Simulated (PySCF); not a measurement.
# Radial density of Mo³⁺ (molybdenum, charge +3)

TPSS, [Kr] 4d3, high-spin 4F determinant. Computed with PySCF 2.14 in aug-cc-pVTZ-PP with one added diffuse shell each of s, p, d, f, g type with ECP28MDF (7s7p6d4f3g, 113 functions), with a scalar-relativistic core potential. This is the valence pseudo-density: the core potential removes the inner electrons and smooths the orbitals near the nucleus.

| r (bohr) | 4πr²ρ (e/bohr) | 4πr²(ρα − ρβ) |
| --- | --- | --- |
| 0.0347 | 1.706e-05 | 0.0000 |
| 0.0584 | 4.371e-05 | 0.0000 |
| 0.0983 | 0.0001639 | 0.0000 |
| 0.165 | 0.001425 | 0.0003 |
| 0.278 | 0.02354 | 0.0056 |
| 0.468 | 0.6599 | 0.0949 |
| 0.787 | 7.349 | 0.9344 |
| 1.32 | 8.832 | 2.1685 |
| 2.23 | 1.435 | 0.8782 |
| 3.74 | 0.04639 | 0.0440 |
| 6.30 | 0.0001098 | 0.0001 |

Energies and moments cover only the electrons outside the core potential.
